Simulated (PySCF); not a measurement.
Calculation: TPSSh-D3(BJ)/def2-TZVP in PySCF. Gas-phase values, no solvent. One relaxed conformer stands for a flexible species; it need not be the lowest. Excitations are Tamm–Dancoff values on a coarser integration grid. The basis has no diffuse functions, so Rydberg states are missing or too high.

Reference species (SMILES): `O=[S@](C)/C=[O+]/[H]` (O–S–C–O torsion 165°) (charge +1, multiplicity 1).

| Quantity | Value |
|---|---|
| T1 excitation (TDA) | 1.64 eV |
| LUMO | -9.18 eV |

Changed species: `B/C=[O+]\[H]` (X = boryl, proton added; the reference has X = methylsulfinyl, proton added).

Problem. Give the shifts of the T1 excitation (TDA) and LUMO.

Solution. the T1 excitation (TDA) goes up by 2.93 eV, to 4.57 eV; the LUMO falls by 0.41 eV, to -9.59 eV.
